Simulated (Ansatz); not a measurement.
Consider the formal exchange of groups at the Si–C bond: `[CH3][InH][CH2][SiH3]` + `[SiH3]Cl` → `[SiH3][SiH2]Cl` + `[CH3][InH][CH3]`.

Calculated with Ansatz (gas phase, PBE0-D4/def2-TZVP geometries, no zero-point term in ΔE). CCSD(T)/CBS is the MP2 limit (def2-TZVPP, def2-QZVPP) plus CCSD(T) − MP2 in def2-TZVPP, frozen cores. This one scheme is used for every species. DFT in def2-TZVPP. def2 core potentials past Kr. For In outer-core shells are correlated without core-valence functions, which leaves a few kJ/mol of doubt a bond. One conformer a species, not always the lowest.

(1) Is it downhill or uphill in electronic energy at CCSD(T)/CBS, and by how much? (Best estimate.)

(2) What do these levels give: PBE-D4, PBE0-D4, ωB97X-V, ωB97M-V, PBE0, HF/def2-TZVPP, CCSD/def2-TZVPP, CCSD(T)/def2-TZVPP, HF/def2-QZVPP, SCS-MP2/def2-QZVPP, HF/CBS(def2), CCSD/CBS(def2)? (An estimate is asked.)

Largest T1 diagnostic among the species: 0.012.

Answers

(1) Ansatz gave: Uphill: ΔE = +14.4 kJ/mol.

(2) Ansatz gave: PBE-D4 -2.6, PBE0-D4 1.8, ωB97X-V 8.6, ωB97M-V 14.1, PBE0 0.7, HF/def2-TZVPP 15.8, CCSD/def2-TZVPP 13.9, CCSD(T)/def2-TZVPP 13.9, HF/def2-QZVPP 16.4, SCS-MP2/def2-QZVPP 21.0, HF/CBS(def2) 16.5, CCSD/CBS(def2) 14.4 kJ/mol.

From PBE to PBE0 (25 % exact exchange), in def2-TZVPP and without D4, ΔE moves by +4.6 kJ/mol.
